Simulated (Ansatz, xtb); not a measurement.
Relative energy of two conformers of C2H5AlFI

Structure I: `C[CH2][Al]([F])[I]`, a singlet. Structure II: `C[CH2][Al]([F])[I]`, a singlet. Both are isolated molecules in the gas phase, relaxed with B3LYP-D3(BJ)/def2-SVP.

I (Å):

```xyz
10

C    -2.6791    0.5542   -1.0866
C    -1.6233    1.4355   -0.4051
Al    0.1354    0.6421   -0.1440
F     1.3556    1.5160    0.5811
I     0.6925   -1.6687   -0.8468
H    -3.6411    1.0824   -1.1918
H    -2.3623    0.2432   -2.0950
H    -2.8708   -0.3686   -0.5161
H    -1.9683    1.7665    0.5925
H    -1.4636    2.3720   -0.9718
```

II (Å):

| atom | x (Å) | y (Å) | z (Å) |
| --- | --- | --- | --- |
| C | -1.7119 | 0.6487 | -1.4992 |
| C | -0.7232 | 1.0583 | -0.3972 |
| Al | -0.0717 | -0.3733 | 0.7508 |
| F | -0.5484 | -1.9526 | 0.5115 |
| I | 1.4961 | 0.0352 | 2.6264 |
| H | -2.6233 | 0.1919 | -1.0814 |
| H | -1.2721 | -0.0887 | -2.1895 |
| H | -2.0271 | 1.5160 | -2.1028 |
| H | 0.1694 | 1.5493 | -0.8282 |
| H | -1.1643 | 1.8242 | 0.2676 |

Task: Which of the two would you expect CCSD(T)/def2-SVP + ΔMP2/def2-TZVPP electronic energies to favour?

Result: Too close to call at this level: CCSD(T)/def2-SVP + ΔMP2/def2-TZVPP gives E(II) − E(I) = +1.65 kJ/mol.

Level by level:

```tsv
level	geometry	E(II) − E(I) (kJ/mol)	departure from the last row (kJ/mol)	job, with rough time for the two
B3LYP-D3(BJ)/def2-SVP	B3LYP-D3(BJ)/def2-SVP	+1.85	+0.21	optimisation, 36 s
HF/def2-SVP	B3LYP-D3(BJ)/def2-SVP	−0.12	−1.77	part of the CCSD(T) run
MP2/def2-SVP	B3LYP-D3(BJ)/def2-SVP	+1.58	−0.07	part of the CCSD(T) run
CCSD(T)/def2-SVP	B3LYP-D3(BJ)/def2-SVP	+1.28	−0.36	single point
CCSD(T)/def2-SVP + ΔMP2/def2-TZVPP	B3LYP-D3(BJ)/def2-SVP	+1.65		single point, 41 s
```

The largest departure from CCSD(T)/def2-SVP + ΔMP2/def2-TZVPP is that of HF/def2-SVP, 1.77 kJ/mol. Levels run at GFN2-xTB geometries aren't shown. The last row adds to CCSD(T) the change of the MP2 difference between the two basis sets, here +0.36 kJ/mol.

With harmonic frequencies from B3LYP-D3(BJ)/def2-SVP (ideal gas, rigid rotor, one conformer each, 298.15 K, 1 atm): on the last row, ΔE + ΔZPE = +1.55 kJ/mol. A mode under 50 cm⁻¹ makes harmonic enthalpies and free energies unreliable, so none is given.

The correlated steps freeze 12 core orbitals; the filled d shell of I is correlated, in a basis made for valence electrons. Atoms past krypton carry core potentials in the def2 sets and no spin–orbit term is included. Run with Ansatz 0.2.0; the last row on 2 threads of Arm Neoverse V2 on a shared host.
